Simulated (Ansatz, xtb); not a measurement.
# Relative energy of two structures of CH5OSSi+

Structure a: a singlet given by its coordinates. Structure b: `C/[S+]=[SiH]\O`, a singlet. Both are isolated ions in the gas phase, relaxed with PBE-D3(BJ)/def2-SVP; the shapes shown needn't be the lowest conformers.

a (Å):

```yaml
atoms:
  - { symbol: C, position_ang: [0.0963, 0.7389, 0.7345] }
  - { symbol: O, position_ang: [-0.6323, -0.1163, -2.1159] }
  - { symbol: S, position_ang: [-2.4155, -1.4627, 0.0171] }
  - { symbol: Si, position_ang: [-0.8757, -0.1921, -0.5136] }
  - { symbol: H, position_ang: [1.1698, 0.4615, 0.6608] }
  - { symbol: H, position_ang: [0.0045, 1.8304, 0.5472] }
  - { symbol: H, position_ang: [-0.2733, 0.5089, 1.7541] }
  - { symbol: H, position_ang: [0.0463, 0.4271, -2.5648] }
  - { symbol: H, position_ang: [-2.6766, -1.7919, -1.2876] }
```

Close contacts (Å): C1–Si4 1.84, O2–Si4 1.62, S3–Si4 2.07, C1–H5 1.11, C1–H6 1.11, C1–H7 1.11, O2–H8 0.98, S3–H9 1.37.

b (Å):

```xyz
9

C    -1.3030    1.3712    0.3415
O    -0.4060   -1.7536   -0.0648
S    -0.2394    1.1925   -1.1647
Si    0.1993   -0.8029   -1.2295
H    -2.2644    1.7876   -0.0118
H    -0.7818    2.0926    0.9977
H    -1.4563    0.4075    0.8581
H     1.0507   -1.3469   -2.3199
H    -0.2653   -2.7196    0.0098
```

Problem. Which of the two would you expect CCSD(T)/def2-SVP + ΔMP2/def2-TZVPP electronic energies to favour?

Solution. Structure a; the calculation gives E(b) − E(a) = +17.5 kcal/mol.

Level by level:

```
                             level             geometry  E(b) − E(a) (kcal/mol)  departure from the last row (kcal/mol)  job, with rough time for the two
                          GFN2-xTB             GFN2-xTB                      +0.4                                   −17.1               optimisation, 0.4 s
                         HF/STO-3G             GFN2-xTB                     +15.0                                    −2.5              single point, 0.58 s
                r2SCAN-D4/def2-SVP             GFN2-xTB                     +18.6                                    +1.1               single point, 7.8 s
               PBE-D3(BJ)/def2-SVP  PBE-D3(BJ)/def2-SVP                     +18.1                                    +0.6                optimisation, 82 s
                       HF/def2-SVP  PBE-D3(BJ)/def2-SVP                     +18.2                                    +0.7           part of the CCSD(T) run
                      MP2/def2-SVP  PBE-D3(BJ)/def2-SVP                     +18.4                                    +0.8           part of the CCSD(T) run
                  CCSD(T)/def2-SVP  PBE-D3(BJ)/def2-SVP                     +17.5                                     0.0                      single point
CCSD(T)/def2-SVP + ΔMP2/def2-TZVPP  PBE-D3(BJ)/def2-SVP                     +17.5                                                        single point, 41 s
```

GFN2-xTB finds them nearly level. The largest departure from CCSD(T)/def2-SVP + ΔMP2/def2-TZVPP is that of GFN2-xTB, 17.1 kcal/mol. The last row adds to CCSD(T) the change of the MP2 difference between the two basis sets, here 0.0 kcal/mol.

With harmonic frequencies from PBE-D3(BJ)/def2-SVP (ideal gas, rigid rotor, one conformer each, 298.15 K, 1 atm): on the last row, ΔE + ΔZPE = +18.1, ΔH = +18.0, ΔG = +18.1 kcal/mol.

The correlated steps freeze 12 core orbitals. Run with Ansatz 0.2.0, xtb 6.7.1; the last row on 1 thread of Arm Neoverse N1 on a shared host.
